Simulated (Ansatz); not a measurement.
Two isomers of C2H5NSi: A = `C1=NC[SiH2]1`, B = `[SiH3]C1=CN1`.

Isolated molecules relaxed with PBE0-D4/def2-TZVP in Ansatz; ΔE leaves out vibrations. CBS: MP2 limit from def2 TZ/QZ plus the TZ coupled-cluster correction, frozen cores. DFT in def2-TZVPP. B3LYP here is the variant with VWN-RPA as its local correlation; programs differ in this.

A:

```xyz
9

C     0.8428    0.9206    0.4478
N     1.3491   -0.2399    0.2407
C     0.2121   -1.0672   -0.2470
Si   -0.8963    0.4627   -0.0764
H     1.4587    1.7405    0.8154
H     0.4156   -1.4570   -1.2465
H     0.0367   -1.9161    0.4172
H    -1.4491    1.0920   -1.3088
H    -1.9695    0.4644    0.9575
```

B:

Z-matrix (Å, degrees):
```
Si
C 1 1.828
H 1 1.485 2 109.2
H 1 1.484 2 108.9 3 -120.0
H 1 1.484 2 109.4 3 119.2
C 2 1.280 1 160.7 3 129.7
N 2 1.558 1 137.7 3 -69.0
H 6 1.077 2 153.0 1 -7.6
H 7 1.024 2 107.6 1 87.9
```

Problem. Which isomer does CCSD(T)/CBS put lower? Give the gap. (Estimate.)

Solution. Computed: A, by 44.4 kcal/mol.

Problem. Give E(B) − E(A) in kcal/mol with MP2/def2-TZVPP, CCSD/def2-TZVPP, CCSD(T)/def2-TZVPP, B3LYP-D4, PBE0-D4, ωB97M-V, B2PLYP. (Best estimate.)

Solution. Computed: MP2/def2-TZVPP 44.1, CCSD/def2-TZVPP 45.3, CCSD(T)/def2-TZVPP 44.9, B3LYP-D4 43.8, PBE0-D4 45.4, ωB97M-V 45.3, B2PLYP 44.0. None reverses the order clearly.

Problem. Does the order hold for the free energy at 298.15 K (harmonic terms from PBE0-D4)? (An estimate is asked.)

Solution. The calculation gave: Yes: G(B) − G(A) = +40.9 kcal/mol.

Largest T1 diagnostic: 0.013.

In def2-TZVPP, CCSD(T) changes the Hartree–Fock value by −1.4 kcal/mol (the triples alone add −0.4 kcal/mol) and MP2 by −2.2 kcal/mol. From r2SCAN to r2SCAN0 (25 % exact exchange), in def2-TZVPP and without D4, E(B) − E(A) moves by +1.4 kcal/mol.
